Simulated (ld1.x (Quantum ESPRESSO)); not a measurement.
# Before and after: PAW potential for Au

gold (Au), PAW, made with ld1.x (Quantum ESPRESSO) 7.5 (PBE, scalar-relativistic). Core [Kr] 4d10 4f14 5s2, reference 5p6 5d10 6s0.5 6p0 (charge +0.5). Waves: 6s (bound): rcut 1.75, rcutus 2.40 bohr; 6s channel at -0.35 Ry: rcut 1.75, rcutus 2.40 bohr; 5p (bound): rcut 1.75, rcutus 2.15 bohr; 6p (bound, empty): rcut 1.75, rcutus 2.15 bohr; 5d (bound): rcut 1.15, rcutus 1.45 bohr; 5d channel at 0.5 Ry: rcut 1.15, rcutus 1.45 bohr. Local part: all-electron potential smoothed inside 1.35 bohr (lloc = -1). Core correction: a·sin(br)/r model core, default radius (ld1.x builds one for every PAW set, though the input has nlcc=.false.). Augmentation charge: BESSEL, radius 0.85 bohr.

Change: core correction a·sin(br)/r model core inside 1.64 bohr.

Cutoffs: the cutoffs (Ry, on a coarse ladder) from which the occupation-weighted sum of valence levels, in a spherical-Bessel basis at the reference potential, stays within 10 and 1 mRy of its value at 400 Ry; they do not see the model core or the augmentation charge, which bear on the density cutoff. Errors are all-electron minus pseudo energies relative to the spin-unpolarised reference configuration.

Question: What does the change do?

Answer: The potential gets neither clearly harder nor softer (50 Ry and 90 Ry → 50 Ry and 90 Ry); both files keep a bound ghost (s); of the 7 tests that both files solve, the error grows in 1 and shrinks in 2 by more than 15 % and 0.3 meV (median size 2.4 → 2.4 meV). The default core radius of the base comes out at 0.77 bohr. A wider model core is smoother and lowers the density cutoff, which this test does not measure.

```tsv
quantity	base	changed
cutoff, loose	50 Ry	50 Ry
cutoff, tight	90 Ry	90 Ry
bound ghosts	s	s
error for 5p6 5d10 6s1 6p0, meV [ΔE -3.77 eV]	+2.4	+2.2
error for 5p6 5d10 6s0 6p0, meV [ΔE 5.64 eV]	-2.2	-2.4
error for 5p6 5d9 6s0 6p0, meV [ΔE 26.84 eV]	-8.3	-7.0
error for 5p6 5d9 6s1 6p1, meV [ΔE 3.72 eV]	+2.1	+2.0
error for 5p6 5d8 6s0 6p0, meV [ΔE 60.72 eV]	-37	-30
error for 5p6 5d9 6s2 6p0, meV [ΔE -2.08 eV]	+7.1	+6.5
error for 5p6 5d9 6s1 6p0, meV [ΔE 8.35 eV]	0.0	+0.4
s: phases at 2.58 bohr within 0.05 rad from the reference energy up to (Ry; the scan ends near 5)	3.8	3.8
p: phases at 2.58 bohr within 0.05 rad from the reference energy up to (Ry; the scan ends near 5)	4.0	4.0
d: phases at 2.58 bohr within 0.05 rad from the reference energy up to (Ry; the scan ends near 5)	to the end of the scan	to the end of the scan
lowest overlap eigenvalue by channel	s 0.14, p 0.70, d 0.90	s 0.14, p 0.70, d 0.90
```

 A true bound ghost makes a file unfit for plane-wave use even where its test errors are small: the radial tests pick states by their node count and pass the ghost by.
